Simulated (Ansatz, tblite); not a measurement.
Forces on Si₁₄H₂₂, a nanocrystal with a defect cut from the lattice of silicon (two caps of one atom removed) at its PBE-D4/def2-SVP geometry. The state is a singlet with charge 0.

The xTB rows come from tblite. HSE06 is defined as in plane-wave codes, on full-range PBE exchange. Single mean-field runs in def2-TZVP are fitted with def2-universal-jkfit. The restricted singlet is unstable towards broken spin symmetry in Hartree–Fock (as tested in another run); at PBE-D4/def2-TZVP, HSE06-D4/def2-TZVP this wasn't settled.

GFN2-xTB (tblite), largest force 0.64 eV/Å:

```xyz
36
positions Å, forces eV/Å
Si    0.625   -4.029    1.402    0.034   -0.032    0.003
Si   -2.603    3.030    1.824    0.065    0.217    0.203
Si   -1.079   -0.447    1.597    0.402   -0.095    0.257
Si   -3.270    0.829   -1.436    0.334    0.117    0.209
Si    0.659    0.580   -1.774    0.462   -0.059    0.142
Si    2.375   -2.996   -1.995    0.031   -0.033    0.010
Si   -0.900    4.036   -1.477    0.144    0.263    0.051
Si    0.674   -1.854    2.301   -0.177   -0.296    0.191
Si    0.648   -4.207   -0.947    0.195   -0.199    0.040
Si   -0.856    1.666    2.599   -0.318    0.081    0.178
Si   -2.790    2.975   -0.532   -0.200    0.007   -0.102
Si    2.584   -0.725   -1.408    0.105   -0.128   -0.358
Si    1.067    2.801   -1.130   -0.078    0.224   -0.289
Si   -1.284   -0.287   -0.749   -0.514    0.113   -0.232
H     1.826   -4.775    1.933   -0.526    0.134   -0.157
H    -0.610   -4.722    1.923    0.542    0.202   -0.084
H    -2.458    4.462    2.280   -0.205   -0.573   -0.078
H    -3.885    2.489    2.408    0.472    0.324   -0.195
H    -2.375   -1.040    2.104    0.355    0.192   -0.211
H     0.390    0.595   -3.263    0.012   -0.011    0.455
H     3.682   -3.678   -1.668   -0.471    0.167   -0.265
H     2.179   -3.076   -3.489    0.219    0.012    0.542
H    -0.797    5.443   -0.939   -0.052   -0.482   -0.376
H    -1.113    4.129   -2.968    0.065    0.083    0.596
H     0.581   -1.973    3.804    0.205    0.143   -0.515
H     1.986   -1.189    1.978   -0.481   -0.202    0.233
H     0.863   -5.665   -1.280   -0.259    0.528    0.027
H    -0.686   -3.801   -1.511    0.489   -0.309    0.158
H    -0.954    1.510    4.097    0.223    0.126   -0.584
H     0.489    2.256    2.273   -0.514   -0.263    0.244
H    -3.950    3.896   -0.849    0.232   -0.276    0.036
H     2.985   -0.598    0.038   -0.069    0.041   -0.566
H     3.696   -0.133   -2.242   -0.299   -0.155    0.463
H     1.501    2.853    0.310   -0.067    0.002   -0.623
H     2.179    3.362   -1.981   -0.337   -0.205    0.502
H    -1.378   -1.717   -1.233   -0.017    0.341    0.095
```

PBE-D4/def2-TZVP (Ansatz), largest force 0.15 eV/Å:

```
Si 0.006 -0.068 0.046
Si -0.039 0.035 0.035
Si -0.038 -0.006 0.020
Si 0.122 0.050 0.078
Si -0.007 0.013 -0.041
Si 0.055 -0.040 -0.048
Si -0.005 0.055 -0.030
Si 0.030 0.006 0.078
Si -0.036 -0.069 -0.039
Si 0.027 0.012 0.067
Si -0.049 0.011 -0.022
Si 0.076 0.034 -0.011
Si 0.064 0.034 -0.005
Si -0.048 -0.027 -0.033
H -0.114 0.063 -0.048
H 0.116 0.063 -0.044
H -0.022 -0.132 -0.035
H 0.120 0.055 -0.049
H 0.110 0.050 -0.044
H 0.022 -0.002 0.127
H -0.120 0.059 -0.036
H 0.023 0.008 0.137
H -0.010 -0.125 -0.059
H 0.023 -0.002 0.139
H 0.012 0.013 -0.132
H -0.132 -0.064 0.033
H -0.024 0.131 0.028
H 0.132 -0.046 0.054
H 0.016 0.017 -0.131
H -0.138 -0.062 0.034
H 0.085 -0.070 0.023
H -0.041 -0.010 -0.145
H -0.096 -0.051 0.078
H -0.043 -0.006 -0.148
H -0.093 -0.048 0.082
H 0.014 0.116 0.043
```

HSE06-D4/def2-TZVP (Ansatz), largest force 0.32 eV/Å:

```
Si 0.004 -0.159 0.116
Si -0.123 0.068 0.081
Si -0.128 -0.039 0.044
Si 0.183 0.078 0.118
Si -0.036 0.016 -0.135
Si 0.127 -0.086 -0.123
Si -0.029 0.123 -0.101
Si 0.103 0.049 0.152
Si -0.105 -0.137 -0.096
Si 0.096 0.036 0.152
Si -0.097 0.158 -0.002
Si 0.167 0.087 0.028
Si 0.165 0.077 0.017
Si 0.015 -0.154 -0.040
H -0.240 0.147 -0.106
H 0.245 0.139 -0.104
H -0.029 -0.293 -0.095
H 0.255 0.108 -0.109
H 0.244 0.112 -0.096
H 0.049 -0.003 0.281
H -0.260 0.135 -0.066
H 0.038 0.017 0.298
H -0.022 -0.289 -0.109
H 0.048 -0.015 0.294
H 0.018 0.024 -0.299
H -0.276 -0.140 0.071
H -0.044 0.291 0.066
H 0.281 -0.096 0.116
H 0.028 0.034 -0.295
H -0.287 -0.127 0.071
H 0.206 -0.180 0.051
H -0.082 -0.025 -0.306
H -0.221 -0.117 0.166
H -0.091 -0.011 -0.308
H -0.215 -0.110 0.175
H 0.012 0.284 0.093
```
